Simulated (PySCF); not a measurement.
Basis and Hamiltonian dependence of the excitation energy of Se²⁺

Se²⁺ [Ar] 3d10 4s2 4p2 (3P) → Se²⁺ [Ar] 3d10 4s1 4p2 5s1 (5P). All values are computed (PySCF 2.14, energy differences of UHF-based or UKS calculations, no spin-orbit coupling). Values in eV.

```tsv
basis	Hamiltonian	functions	UHF	r2SCAN	PBE0	MP2 (valence)	CCSD(T) (valence)
aug-cc-pwCVDZ-PP with ECP10MDF	ECP	48	23.498	25.353	25.263	24.413	24.609
aug-cc-pVTZ-PP with ECP10MDF	ECP	55	23.423	25.218	25.150	24.444	n/a
x2c-TZVPPall with one added diffuse shell each of s, p, d type	spin-free X2C	57	23.435	25.230	25.217	24.469	24.652
aug-cc-pVQZ-DK	spin-free X2C	93	23.424	n/a	25.198	24.516	24.678
def2-QZVPPD	non-relativistic	98	22.835	24.600	24.606	23.973	24.142
```

Frozen in the all-electron rows: valence: [Ar] 3d10; with a core potential, the same shells as far as they lie outside it.

One determinant isn't an eigenfunction of L², so the numbers do not refer to single terms. Non-relativistic rows lack the scalar-relativistic shift.
